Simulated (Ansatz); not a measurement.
C2H3ClFGa (SMILES C=[CH][Ga]([F])[Cl]), singlet, geometry from GFN2-xTB (such geometries of metal compounds can be far from the true shape); PBE0/6-31G (Ansatz, a program for electronic structure).

Input for Ansatz:
Ansatz 0.2 input:
```yaml
crystal:
  periodic: [false, false, false]
  atoms:
    - {symbol: Ga, position_ang: [-0.09643487, -0.18884455, 0.20581541]}
    - {symbol: F, position_ang: [-0.66030060, -1.26322012, 1.49340212]}
    - {symbol: Cl, position_ang: [0.52228489, 1.71031363, 0.82574668]}
    - {symbol: C, position_ang: [-0.19168799, -1.08875866, -1.60424718]}
    - {symbol: C, position_ang: [0.18093628, -0.46870310, -2.70894973]}
    - {symbol: H, position_ang: [-0.56694590, -2.10623517, -1.60099453]}
    - {symbol: H, position_ang: [0.13078894, -0.94809538, -3.67774334]}
    - {symbol: H, position_ang: [0.55401046, 0.54693160, -2.70067094]}
basis:
  gaussian:
    orbitals: 6-31G
hamiltonian:
  xc: pbe0
```

Q: Predict the main parts of the log of this Ansatz run.

A: 
```
Functional definition: PBE0
823 factors; integrals over basis functions are off by at most 3.6e-4 eV
mean field evaluation 1: about -69709.5029 eV, gradient 5.2e1 eV
mean field evaluation 2: about -69702.9611 eV, gradient 8.2e1 eV
mean field evaluation 4: about -69715.1523 eV, gradient 2.7e0 eV
mean field evaluation 8: about -69715.2432 eV, gradient 2.5e-1 eV
mean field evaluation 16: about -69715.2434 eV, gradient 2.0e-5 eV
mean field -69715.24338181 eV, -2561.9879395924 hartree, gradient 1.9e-5 eV, S^2 0.000000; 0 other end points of the search recorded, 0 dependent functions left out
reference -69715.24341898 eV, -2561.9879409583 hartree; 36, 36 occupied and 39, 39 virtual orbitals, 823 factors
Total energy: -69715.24341898 eV, -2561.9879409583 hartree
```
